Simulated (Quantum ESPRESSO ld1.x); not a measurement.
Values are calculated unless marked as measured or tabulated.
Excited configurations of Li: one electron is placed in a higher orbital outside [He]. The ground configuration is [He] 2s1. Level of theory: scalar-relativistic Kohn-Sham, PW91, spin-unpolarised, spherical densities, point nucleus; without spin polarisation the odd electron is poorly described (ld1.x of Quantum ESPRESSO 7.5). Excitation = E - E(ground); binding = E(ion) - E, where the ion is the core of charge +1; n* = 1/sqrt(2 binding) in atomic units, and the quantum defect is n - n*.

| outer orbital | excitation (eV) | binding (eV) | n* | quantum defect | eigenvalue (eV) | <r> (bohr) |
|---|---|---|---|---|---|---|
| 2p | 1.788 | 3.559 | 1.955 | 0.045 | -1.575 | 4.896 |
| 3s | 3.120 | 2.227 | 2.472 | 0.528 | -1.309 | 9.582 |
| 4f | 4.442 | 0.905 | 3.878 | 0.122 | -0.440 | 17.61 |
| 5s | 4.599 | 0.748 | 4.265 | 0.735 | -0.496 | 29.29 |
| 6p | 4.885 | 0.462 | 5.428 | 0.572 | -0.314 | 47.50 |
| 6d | 4.912 | 0.435 | 5.590 | 0.410 | -0.292 | 48.47 |
| 7s | 4.980 | 0.368 | 6.084 | 0.916 | -0.256 | 61.55 |
| 7p | 5.009 | 0.338 | 6.343 | 0.657 | -0.236 | 66.13 |
| 7f | 5.025 | 0.322 | 6.504 | 0.496 | -0.217 | 64.83 |

The Delta-SCF ionisation energy is 5.347 eV (NIST Atomic Spectra Database: 5.392 eV, measured). Self-interaction in the functional shifts the binding energies and quantum defects, so they are the method's values and not measured ones. Spin polarisation and multiplet splitting are left out, so open shells lie too high by an amount that depends on their filling.
